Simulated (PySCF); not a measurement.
Si(H)(Cl)(OH)(OMe) (CH₅ClO₂Si), SMILES CO[SiH](O)Cl. Atoms are numbered in the order given.

```xyz
10

Si     0.5644    -0.2375    -0.3218
O      1.7718    -0.9328     0.5495
Cl     0.1088     1.6688     0.3879
O     -0.7952    -1.1542    -0.1712
C     -2.1224    -0.8127    -0.5119
H      1.0545    -0.1090    -1.7057
H      1.5811    -1.1709     1.4653
H     -2.2678    -0.8066    -1.6071
H     -2.7988    -1.5652    -0.0791
H     -2.3989     0.1801    -0.1171
```

Geometry: B3LYP-D3(BJ)/def2-SVP. This is a generated structure with no PubChem entry under its InChIKey; it may be hypothetical. Other conformers were not sampled.

Two levels are set side by side: PBE/pcSseg-1 (PySCF) and B3LYP/pcSseg-1 (PySCF). GIAO shifts against H2O (¹⁷O), HCl (³⁵Cl), TMS (²⁹Si), TMS (¹H), TMS (¹³C) at the same level; non-relativistic, no solvent, atoms listed together averaged. Without spin–orbit terms, shifts of atoms bonded to Cl or Br come out too high at both levels. Differences are taken from unrounded values.

```
quantity              B3LYP    PBE  PBE minus B3LYP
--------------------  -----  -----  ---------------
δ(²⁹Si) of Si1 (ppm)  -36.0  -32.2              3.8
δ(¹⁷O) of O2 (ppm)     72.2   79.9              7.7
δ(³⁵Cl) of Cl3 (ppm)   66.3   89.7             23.4
δ(¹⁷O) of O4 (ppm)     54.9   65.6             10.7
δ(¹³C) of C5 (ppm)     55.4   56.2              0.8
δ(¹H) of H6 (ppm)      5.10   5.41             0.31
δ(¹H) of H7 (ppm)      2.63   2.59            -0.04
```

Rough cost on one machine, each run with all the roots and properties that it gave: B3LYP against PBE within a factor of 2.
